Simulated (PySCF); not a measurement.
# Steps of a relaxation of [Eu(OH)3]−

[Eu(OH)3]− (singlet in the valence; each metal's 4f electrons, 7 of them, lie in its core potential, out of spins and levels). PySCF 2.14.0, RKS PBE0, Eu lcecp-0-SVP with ECP53, O def2-SVP, H def2-SVP; non-relativistic Hamiltonian with scalar-relativistic core potentials where named; density fitting; no spin-orbit coupling. Origin of the start: template. Columns: position (Å) and force (eV/Å). Energies are counted from the last step; some of the 14 steps are shown. Forces carry noise of the integration grid, about 0.01 to 0.03 eV/Å.

Run from Python with OMP_NUM_THREADS=2. Where DIIS fails, smearing, a level shift and second-order steps follow.
It took 39 s on 2 threads of Arm Neoverse V1, on a shared host, from the converged density of the start.

```xyz
7
step 0  E = 0.113 eV
Eu    0.0000    0.0000   -0.0052    -0.01    0.00   -0.21
O     2.3276    0.0000   -0.0052    -0.26    0.00    0.28
H     3.2276    0.0000    0.3448    -0.30    0.00   -0.21
O    -1.1638    2.0158   -0.0052     0.13   -0.22    0.28
H    -1.6138    2.7952    0.3448     0.15   -0.26   -0.21
O    -1.1638   -2.0158   -0.0052     0.13    0.22    0.28
H    -1.6138   -2.7952    0.3448     0.15    0.26   -0.21
```

```xyz
7
step 4  E = 0.027 eV
Eu    0.0000    0.0000   -0.1139     0.00    0.00   -0.02
O     2.2626    0.0000    0.0420     0.10    0.00    0.10
H     3.1782    0.0000    0.3339    -0.08    0.00   -0.09
O    -1.1313    1.9595    0.0420    -0.05    0.08    0.10
H    -1.5891    2.7524    0.3339     0.04   -0.07   -0.09
O    -1.1313   -1.9595    0.0420    -0.05   -0.08    0.10
H    -1.5891   -2.7523    0.3339     0.04    0.07   -0.09
```

```xyz
7
step 9  E = 0.002 eV
Eu    0.0000    0.0000    0.0805    -0.01    0.00    0.00
O     2.2656    0.0000    0.1201     0.00    0.00    0.01
H     3.2214    0.0000    0.1910     0.02    0.00   -0.01
O    -1.1328    1.9621    0.1201     0.01    0.00    0.01
H    -1.6107    2.7898    0.1910    -0.01    0.02   -0.01
O    -1.1328   -1.9620    0.1201     0.01    0.00    0.01
H    -1.6107   -2.7898    0.1910    -0.01   -0.02   -0.01
```

**Question.** Where does the relaxation end?

**Answer.** It converges at step 13 in D3h:
```xyz
7
step 13  E = 0
Eu    0.0000    0.0000    0.1409
O     2.2670    0.0000    0.1433
H     3.2258    0.0000    0.1476
O    -1.1335    1.9633    0.1433
H    -1.6129    2.7936    0.1476
O    -1.1335   -1.9633    0.1433
H    -1.6129   -2.7936    0.1476
```

**Question.** How did the contacts change?

**Answer.** 
```
    contact  start (Å)  end (Å)
Eu1–O2 (OH)      2.328    2.267
Eu1–O4 (OH)      2.328    2.267
Eu1–O6 (OH)      2.328    2.267
```


An lcecp potential fixes the number of 4f electrons, so in runs with it no electron can move into or out of that shell.
